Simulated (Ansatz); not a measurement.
A search over several starts for the lowest SCF solution of the cluster Li₂Al₃ at the given spin, in a small basis.

```yaml
crystal:
  periodic: [false, false, false]
  atoms:
    - {symbol: Al, position_ang: [1.093684, 0.838949, 0.361617]}
    - {symbol: Al, position_ang: [-1.150020, -0.185625, 0.545059]}
    - {symbol: Al, position_ang: [-1.209267, 1.732736, -1.258532]}
    - {symbol: Li, position_ang: [0.948108, -1.355555, 1.923137]}
    - {symbol: Li, position_ang: [0.317494, -1.030516, -1.571271]}
basis:
  gaussian: {orbitals: def2-SVP, initial_orbitals: start.molden}
magnetization: {spin_polarized: true, initial_magnetization: 1}
hamiltonian: {xc: pbe0, dispersion: d4}
output: {orbitals: {seedname: orbitals}}
```

The file start.molden holds the orbitals of an earlier run on this structure, at another level or in another basis.

```sh
$ ansatz run in.yaml --threads 2 --pin off --events-out ev --progress --plain --max-ram 4352MiB
```

Shortened log:

```
Functional definition: PBE0
732 factors; integrals over basis functions are off by at most 7.6e-4 eV
mean field evaluation 1: about -20181.8623 eV, gradient 2.5e0 eV
mean field evaluation 2: about -20181.9503 eV, gradient 1.4e-1 eV
mean field evaluation 4: about -20182.0083 eV, gradient 1.3e-1 eV
mean field evaluation 8: about -20182.0110 eV, gradient 2.6e-3 eV
mean field evaluation 16: about -20182.0110 eV, gradient 1.5e-5 eV
mean field evaluation 32: about -20182.0070 eV, gradient 6.8e-2 eV
mean field evaluation 64: about -20181.9823 eV, gradient 1.0e-1 eV
mean field -20182.01100259 eV, -741.6752244867 hartree, gradient 1.5e-5 eV, S^2 0.938559; 8 other end points of the search recorded, 0 dependent functions left out
reference -20182.01103984 eV, -741.6752258558 hartree; 23, 22 occupied and 49, 50 virtual orbitals, 732 factors
Total energy: -20182.13895012 eV, -741.6799264719 hartree
```

Hardware: 2 threads of Arm Neoverse V1 on a shared host. Wall time 12 s.

The charge 0 doublet is spin-contaminated (final ⟨S²⟩ up to 0.94, 0.75 for a pure state). The structure comes from a short search, and lower isomers may exist.
